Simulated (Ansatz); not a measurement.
Job for Ansatz (a quantum-chemistry and plane-wave program): U-r2SCAN/def2-TZVPPD on O2 (SMILES O=O). The basis file is the Basis Set Exchange's JSON of that set.

Ansatz 0.2 input:
```yaml
crystal:
  periodic: [false, false, false]
  atoms:
    - {symbol: O, position_ang: [0.00000000, -0.00000000, 0.60215214]}
    - {symbol: O, position_ang: [-0.00000000, 0.00000000, -0.60215214]}
basis:
  gaussian:
    orbitals: def2-TZVPPD.json
hamiltonian:
  xc: {name: r2SCAN}
magnetization: {spin_polarized: true, initial_magnetization: 2}
```

It printed:

```
WARN ansatz: RAYON_NUM_THREADS=1 ignored (pool sized by the plan → 1); use --threads N
Functional definition: r2SCAN
integrals: 0.01 GiB planned
368 factors; their error is unknown
mean field: 0.18 GiB planned
mean field evaluation 1: about -4089.9792 eV, gradient 1.4e1 eV
mean field evaluation 2: about -4090.2441 eV, gradient 1.0e1 eV
mean field evaluation 4: about -4090.5527 eV, gradient 4.3e-1 eV
mean field evaluation 8: about -4090.5518 eV, gradient 2.9e-3 eV
mean field -4090.55181913 eV, -150.3250066774 hartree, gradient 6.3e-6 eV, S^2 2.010340; 0 other end points of the search recorded, 0 dependent functions left out
reference -4090.55183675 eV, -150.3250073251 hartree; 9, 7 occupied and 71, 73 virtual orbitals, 368 factors
Total energy: -4090.55183675 eV, -150.3250073251 hartree
```

Self-consistency was reached.

Cost: about 1.7 core-seconds (a rough figure).
